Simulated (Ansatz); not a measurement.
## Match the barriers

Saddle point of SiNH₅Cl₂O, closed shell (SiNH₃Cl₂ ([NH2][SiH]([Cl])[Cl]) + H₂O → SiH₂Cl₂O ([OH][SiH]([Cl])[Cl]) + NH₃ (still joined by a long Si–N bond); bonds formed: Si1–O7, N2–H6; bonds broken: H6–O7; bonds weakened to dative contacts: Si1–N2), PBE0-D4/def2-TZVP structure:

```
10
angstrom
Si -0.6092 -0.4048 -0.1946
N 1.1813 0.0205 -0.1263
Cl -0.3858 -1.9302 -1.6815
Cl -1.2218 -1.5864 1.3647
H -1.5723 0.3771 -0.9924
H 0.6709 0.9757 0.5601
O -0.4484 1.1365 0.9931
H 1.7331 -0.6743 0.3655
H 1.6013 0.1683 -1.0362
H -0.9492 1.9174 0.7474
```

Ansatz 0.2.0; basis: def2-TZVPP, with def2-QZVPP for the basis limit; cores frozen in the correlated methods. Extrapolation: Hartree–Fock as exp(−7.88 √X), correlation as X^−2.97. Four methods, as single points on the PBE0-D4 structures, gave these electronic barriers from the start structure: 19.92, 21.77, 23.53, 36.82 kcal/mol.

Q: The methods were, in alphabetical order, BLYP-D4, CCSD(T), HF, PBE0-D4. Which gave which? (Judge from chemistry; the calculation decides.)

A: The calculation gives: PBE0-D4 19.92; BLYP-D4 21.77; CCSD(T) 23.53; HF 36.82 kcal/mol. For comparison, CCSD(T) at an estimated basis limit (MP2 extrapolated from triple and quadruple zeta, plus CCSD(T) − MP2 in triple zeta) gives 23.40 kcal/mol.

No T1 diagnostic of these runs exceeds 0.010.

The step is the kind of ligand exchange by which a precursor binds to a hydroxyl group, or is hydrolysed, in atomic layer deposition of oxides.

Labels in which every atom is bracketed show which atoms are joined, not bond orders.

For scale, one of the runs: CCSD(T)/def2-TZVPP, 258 basis functions, launched by `ansatz run in.yaml --threads 8 --pin off --events-out ev --progress --plain --max-ram 19148MiB`. The run took 85 s on 8 CPU threads of a Oxide Virtual Turin-like (shared host), with 5.7 GiB of host memory at its peak.
